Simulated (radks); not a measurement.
Values are calculated unless marked as measured or tabulated.
Question: Species: the bismuth ion Bi8+. Configuration: [Xe] 4f14 5d7. Code: a radial shooting solver on a logarithmic mesh with Libxc functionals. Model: Dirac Kohn-Sham, PBE, spin-unpolarised, spherical densities, finite nucleus; open shells fill j = l - 1/2 first; Fermi nuclear charge, rms radius 5.5211 fm. Some entries of the table are withheld. Estimate them.

orbital,occ.,eigenvalue (eV),<r> (bohr)
1s1/2,2,-90571.06,(1)
2s1/2,2,-16357.82,0.06579
2p1/2,2,-15728.62,(2)
2p3/2,4,-13409.16,(3)
3s1/2,2,(4),0.1710
3p1/2,2,(5),0.1615
3p3/2,4,(6),0.1780
3d3/2,4,(7),0.1545
3d5/2,6,(8),0.1595
4s1/2,2,-1017.264,0.3769
4p1/2,2,-892.5166,0.3776
4p3/2,4,-764.4086,0.4122
4d3/2,4,-560.8268,0.4157
4d5/2,6,-536.8887,0.4267
4f5/2,6,-272.6135,0.4363
5s1/2,2,-271.6240,0.8218
4f7/2,8,-267.0915,0.4424
5p1/2,2,-227.5858,0.8684
5p3/2,4,-201.6096,0.9467
5d3/2,4,-137.4001,(9)
5d5/2,3,-133.6884,(10)
6s1/2,0,-105.1427,1.708
6p1/2,0,-91.0468,1.851
6p3/2,0,-84.8076,1.978
5f5/2,0,-71.3799,1.643
5f7/2,0,-70.9675,1.657

Answer: 
(1) 1s1/2 <r> (bohr): 0.01580
(2) 2p1/2 <r> (bohr): 0.05388
(3) 2p3/2 <r> (bohr): 0.06293
(4) 3s1/2 eigenvalue (eV): -4037.892
(5) 3p1/2 eigenvalue (eV): -3751.855
(6) 3p3/2 eigenvalue (eV): -3232.457
(7) 3d3/2 eigenvalue (eV): -2761.063
(8) 3d5/2 eigenvalue (eV): -2650.917
(9) 5d3/2 <r> (bohr): 1.099
(10) 5d5/2 <r> (bohr): 1.126
